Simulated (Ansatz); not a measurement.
## Ligand exchange: C3H4Cl2Si + C3H7Cl → C2HCl3Si + C4H10

Gas-phase species: C3H4Cl2Si `C#C[Si](C)(Cl)Cl`, singlet; C3H7Cl (1-chloropropane) `CCCCl`, singlet; C2HCl3Si `C#C[Si](Cl)(Cl)Cl`, singlet; C4H10 (butane) `CCCC`, singlet. The partners trade CH3 for Cl: Si–CH3 and C–Cl bonds give way to Si–Cl and C–CH3.

Shapes, held fixed at every level: PBE0-D4/def2-TZVP. Flexible molecules stand in one conformer, not always the lowest. Programs: Ansatz 0.2.0. The zero-point and thermal change to 298 K, harmonic and unscaled (PBE0-D4/def2-TZVP), is +3.8 kJ/mol.

Question: Estimate ΔH(298 K) of this reaction.

Answer: The highest level, CCSD(T)/CBS estimate, gives ΔH(298 K) = -87.7 kJ/mol; the levels span -101.1 to -84.0. The column of differences is taken from that level and isn't an error. No measured value is set beside it here. The CBS estimate extrapolates MP2 from def2-TZVPP and def2-QZVPP and adds CCSD(T) − MP2 in the triple-zeta set, cores frozen.

| level | kind | ΔH(298 K) (kJ/mol) | less CCSD(T)/CBS estimate |
| --- | --- | --- | --- |
| SPW92/def2-TZVPP | LDA | -84.0 | +3.7 |
| r2SCAN-D4/def2-TZVPP | meta-GGA | -87.0 | +0.7 |
| B3LYP-D4/def2-TZVPP | global hybrid | -85.2 | +2.5 |
| PBE0-D4/def2-TZVPP | global hybrid | -86.1 | +1.6 |
| B2PLYP/def2-TZVPP | double hybrid | -87.5 | +0.2 |
| MP2/def2-SVP | perturbation theory | -101.1 | -13.4 |
| CCSD(T)/def2-SVP | coupled cluster or CI | -98.1 | -10.4 |
| CCSD(T)/CBS estimate | coupled cluster or CI | -87.7 | 0.0 |
